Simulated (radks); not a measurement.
Problem. The mean radii <r> (bohr) of the occupied orbitals of an atom or ion are listed with their occupations. All-electron calculation, scalar-relativistic Kohn-Sham, BLYP, spin-polarised, spherical densities, finite nucleus; Fermi nuclear charge, rms radius of each element as measured or else 0.836 A^(1/3) + 0.57 fm. Program: a radial shooting solver on a logarithmic mesh with Libxc functionals.

orbital  occ.      <r>
1s up       1  0.02001
1s down     1  0.02001
2s up       1  0.08442
2s down     1  0.08434
2p up       3  0.07492
2p down     3  0.07483
3s up       1   0.2098
3s down     1   0.2102
3p up       3   0.2065
3p down     3   0.2070
3d up       4   0.1837

Name the element and its charge. Open shells, if any, are filled with parallel spins first.

Solution. Z = 69, thulium, charge +47: Tm47+ in [Ar] 3d4. The 1s radius gives Z: for a bare nucleus <r> = (2 gamma + 1)/(2Z) with gamma = sqrt(1 - (Z/c)^2), 0.01977 bohr for Z = 69, and screening makes it slightly larger (0.02001 here). The occupations add up to 22, and the charge is Z minus that.
